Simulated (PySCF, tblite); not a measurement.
A set of runs on `[SiH3]C[C@H]([SiH3])[Al]([F])[F]`; the geometry of each is named by its level. Settings lines and outputs come from a driver script.

Species: C2H9AlF2Si2.
SMILES with atom numbers: `[F:1][Al:2]([F:3])[C@@H:4]([SiH3:5])[CH2:6][SiH3:7]` (hydrogens: H8 on C4; H9, H10, H11 on Si5; H12, H13 on C6; H14, H15, H16 on Si7)

Step 1: GFN2-xTB geometry optimisation, gas phase (tblite 0.8.0) (from a force-field or distance-geometry start)
```json
{"job": {"kind": "relax", "xc": "GFN2-xTB", "basis": "xTB"}, "charge": 0, "multiplicity": 1}
```
```
step      E/eV     max force
  0    -625.57412    2.768
  1    -625.94073    1.855
  2    -626.16196    0.985
...
150    -626.51667    0.023
151    -626.51672    0.021
152    -626.51677    0.016
153    -626.51680    0.012
154    -626.51683    0.010
```

Energy lowered by 21.7 kcal/mol over 154 steps; largest atomic force 0.010 eV/Å at the end. «max force» is the largest atomic force in eV/Å.

The run took 1.1 s wall on an Arm Neoverse V2 with one thread (shared host).

Step 2: GFN2-xTB harmonic vibrations, gas phase (tblite 0.8.0) (on the GFN2-xTB geometry)
```json
{"job": {"kind": "ir", "xc": "GFN2-xTB", "basis": "xTB"}, "charge": 0, "multiplicity": 1}
```
```
(table of modes left out)
```

42 modes from 41 to 2949 cm⁻¹ (unscaled, harmonic); zero-point energy 59.7 kcal/mol; all wavenumbers are real at this level.

Hardware: one thread of an Arm Neoverse V2, shared host with 96 logical CPUs at a one-minute load of 37. Cost: 0.54 s of wall time.

Step 3: TDDFT wB97X-D/def2-SVPD, vertical, gas phase, core orbitals frozen in the response (PySCF 2.14.0, density-fitted response routines) (on the GFN2-xTB geometry)
```json
{"job": {"kind": "uv", "xc": "wB97X-D", "basis": "def2-SVPD", "nstates": 8, "ntriplets": 3}, "charge": 0, "multiplicity": 1}
```
```
...
Static polarisability (au): isotropic 97.403, principal 87.201 98.850 106.158
Singlet excitations
state   eV       nm        f      main configurations
  1   6.5469    189.4   0.02531   H->L 0.86
  2   6.9860    177.5   0.12396   H->L+1 0.81
  3   7.1963    172.3   0.00551   H-1->L 0.84, H-1->L+1 0.10
  4   7.7670    159.6   0.02210   H->L+2 0.34, H-1->L+1 0.23, H->L+3 0.15
  5   7.8164    158.6   0.01905   H-1->L+1 0.45, H->L+2 0.20, H->L+3 0.09
  6   7.9335    156.3   0.01802   H->L+4 0.66, H->L+3 0.11
  7   8.1814    151.5   0.02153   H->L+6 0.29, H-2->L 0.20, H->L+3 0.15
  8   8.2054    151.1   0.01829   H-2->L 0.33, H->L+6 0.31
Triplet excitations (Tamm-Dancoff, eV): 6.1028 6.5183 6.9228
```

HOMO -9.96 eV, LUMO 0.84 eV; lowest singlet 6.55 eV; lowest triplet 6.10 eV (Tamm–Dancoff); mean polarisability 97.4 au.

Time: 58 s wall; peak memory 1.0 GiB. Hardware: one thread of an Arm Neoverse V1 (shared host).

Geometry of the electronic-property runs (GFN2-xTB):
```
atom  x, y, z in Å
F1     0.7823   -0.6654    2.8699
Al2   -0.4883   -0.3308    1.8642
F3    -1.8463    0.2594    2.5976
C4    -0.4797   -0.8808   -0.0481
Si5   -1.7694    0.1816   -0.9645
C6     0.9701   -0.7330   -0.5492
Si7    1.7146    0.9716   -0.1697
H8    -0.7859   -1.9244   -0.1955
H9    -1.6140   -0.0305   -2.4114
H10   -1.5615    1.6066   -0.6735
H11   -3.1085   -0.2441   -0.5544
H12    1.0127   -0.9502   -1.6202
H13    1.5866   -1.4931   -0.0596
H14    3.1528    0.8879    0.0818
H15    1.4401    1.9278   -1.2443
H16    0.9869    1.4264    1.0656
```

 (This holds for the electronic-property runs.)

One conformer stands for the species.

wB97X-D is run here without its empirical dispersion term; that term would change no orbital, density or response property at a fixed geometry.
